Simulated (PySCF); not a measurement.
Species: C4H4BrCl.
SMILES with atom numbers: `[Cl:1]/[CH:2]=[CH:3]/[CH:4]=[CH:5]/[Br:6]` (hydrogens: H7 on C2; H8 on C3; H9 on C4; H10 on C5)

Theory: PBE0-D3(BJ)/def2-SVP geometry optimisation, gas phase in PySCF.

(1) Give the optimised bond lengths and angles.

Answers

(1) 
| bond | length (pm) | order |
| --- | --- | --- |
| Cl1–C2 | 171.7 | single |
| C2=C3 | 134.1 | double |
| C3–C4 | 144.7 | single |
| C4=C5 | 134.1 | double |
| C5–Br6 | 186.9 | single |
| C2–H7 | 109.3 | single |
| C3–H8 | 109.5 | single |
| C4–H9 | 109.5 | single |
| C5–H10 | 109.3 | single |

Orders are formal, as drawn. A selection of angles:
| angle | degrees |
| --- | --- |
| Cl1–C2–C3 | 123.3 |
| Cl1–C2–H7 | 113.8 |
| C3–C2–H7 | 122.8 |
| C2–C3–C4 | 122.3 |
| C2–C3–H8 | 119.2 |
| C4–C3–H8 | 118.4 |
| C3–C4–C5 | 122.6 |
| C3–C4–H9 | 118.0 |
| C5–C4–H9 | 119.4 |
| C4–C5–Br6 | 123.4 |
| C4–C5–H10 | 123.0 |
| Br6–C5–H10 | 113.6 |

Dihedral angles: Cl1–C2–C3–C4 180° (antiperiplanar); C2–C3–C4–C5 180° (antiperiplanar); C3–C4–C5–Br6 180° (antiperiplanar).

The 6 heavy atoms lie in one plane (0.001 Å rms). Of the pairs four or more bonds apart, H7···H9 is among the closest relative to their van der Waals radii: 2.50 Å, 104 % of the sum of Bondi's values. The C–C distances run from 1.341 Å (C4=C5, drawn double) to 1.447 Å (C3–C4, drawn single), a spread of 0.106 Å.

Point group: Cs (every atom within 0.08 Å of its image). Not checked by PBE0-D3(BJ)/def2-SVP frequencies. The numbers are those of one conformer.
